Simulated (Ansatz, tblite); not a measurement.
Removing and adding an electron: In₁₀As₁₁H₂₈⁺, a nanocrystal cut from wurtzite InAs (hydrogen-capped). The state is a singlet with charge 1. Geometry: PBE-D4/def2-SVP. Ansatz, gas phase; energy differences of separate SCF runs; the oxidised species was run as a doublet alone; the reduced species was run as a doublet alone.

```
atom   x (Å)   y (Å)   z (Å)
 As1   3.458   2.850   0.080
 In2   5.542   1.174  -0.779
 As3  -0.839   3.837   1.320
 In4  -2.596   4.486  -0.653
 In5   0.958   2.049   0.591
 As6   0.280   0.691  -1.606
 As7   3.914  -1.027  -0.711
 In8   2.050  -1.109  -2.619
 As9  -3.695   1.908  -0.694
In10  -2.183  -0.220  -1.258
As11  -2.853  -1.525  -3.484
As12   0.530  -3.313  -2.546
In13  -1.265  -3.576  -4.591
In14  -1.475   3.664   3.969
As15   1.232   0.040   2.326
In16   3.224  -1.680   1.765
As17  -2.519   1.096   3.706
In18  -1.084  -1.081   3.076
As19  -1.884  -1.995   0.680
As20   1.695  -3.901   1.410
In21  -0.463  -4.115  -0.217
 H22   3.259   4.035  -0.861
 H23   3.843   3.670   1.309
 H24   5.736   1.639  -2.430
 H25   6.561   1.092   0.614
 H26   0.080   5.061   1.301
 H27  -1.754   4.449  -2.168
 H28  -3.844   5.468   0.022
 H29   0.074   1.783  -2.656
 H30   4.843  -2.182  -1.091
 H31   2.586  -0.660  -4.208
 H32  -4.872   1.772  -1.658
 H33  -4.461   1.514   0.566
 H34  -3.127  -0.386  -4.463
 H35  -4.312  -1.918  -3.263
 H36   1.540  -4.431  -2.817
 H37  -0.615  -2.801  -5.989
 H38  -2.214  -4.985  -4.279
 H39  -2.849   4.670   4.253
 H40  -0.003   3.335   4.821
 H41   1.685   0.747   3.604
 H42   4.432  -1.870   2.991
 H43  -3.738   1.054   2.786
 H44  -3.264   0.693   4.977
 H45  -0.968  -2.332   4.273
 H46  -3.292  -2.548   0.900
 H47   2.630  -5.044   1.020
 H48   1.312  -4.448   2.784
 H49  -1.298  -5.629  -0.102
```

In the def2 sets In takes a core potential; there is no spin–orbit coupling. The xTB rows come from tblite. B3LYP takes the VWN-RPA correlation. Single mean-field runs in def2-TZVP are fitted with def2-universal-jkfit. HOMO above LUMO, or a gap near zero within one spin, warns that the state may not be the lowest or that an electron is smeared out.

Q: Estimate orbital energies and vertical ionisation energies and electron affinities at: GFN1-xTB; GFN2-xTB; PBE-D4/def2-TZVP; B3LYP-D4/def2-TZVP; PBE0-D4/def2-TZVP.

A: 
```csv
level,−HOMO (eV),vertical IE (eV),−LUMO (eV),vertical EA (eV),HOMO–LUMO gap (eV),IE − EA (eV),remarks
GFN1-xTB,11.74,12.95,9.23,8.07,2.51,4.88,–
GFN2-xTB,12.48,13.70,9.86,8.65,2.62,5.05,–
PBE-D4/def2-TZVP,8.24,9.65,5.23,4.01,3.01,5.65,"gap within one spin near zero (+2 doublet), gap within one spin near zero (doublet)"
B3LYP-D4/def2-TZVP,8.95,10.07,4.76,3.89,4.18,6.17,–
PBE0-D4/def2-TZVP,9.14,10.12,4.53,3.72,4.60,6.39,–
```

   Raw xTB energy differences between charge states are shifted by several eV; the methods need an empirical correction for them.
